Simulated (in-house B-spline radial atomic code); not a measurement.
**Ionising C with different functionals**

Computed with a B-spline radial code for spherical atoms: non-relativistic Hamiltonian, point nucleus, spin-polarised at highest spin, spherical fractional occupations for the functionals, and exact exchange of hybrids averaged over the configuration. The ionisation energy is the difference of two self-consistent energies, [He] 2s2 2p2 → [He] 2s2 2p1, without Breit or QED terms; ε is the level of the shell that loses the electron (its least bound occupied spin orbital).

```csv
method,rung,ΔSCF (eV),-ε(2p) (eV)
PBE0,global hybrid,11.61,7.65
B3LYP,global hybrid,11.66,7.32
TPSSh,global hybrid,11.69,6.78
M06-2X,global hybrid,11.25,9.11
BHandHLYP,global hybrid,11.43,9.05
r2SCAN0,global hybrid,11.76,7.87
B97-1,global hybrid,11.48,7.25
HSE06,range-separated hybrid,11.62,7.25
wB97X,range-separated hybrid,11.52,10.16
CAM-B3LYP,range-separated hybrid,11.67,9.12
LC-wPBE,range-separated hybrid,11.79,10.71
```

(1) Among the functionals, which spreads more, the ΔSCF values or the orbital energies?

(2) How do they compare with the NIST value?

Results:

(1) The orbital energies: ΔSCF values span about 0.54 eV and the orbital energies 3.93 eV; here energy differences depend much less on the functional than eigenvalues do.

(2) NIST lists 11.260 eV (measured, ground level to ground level). Errors run from -0.01 to +0.53 eV; M06-2X is closest (-0.01 eV), but part of that can be cancellation, since the calculations leave out relativity, Breit-QED terms, multiplet and fine-structure energies.
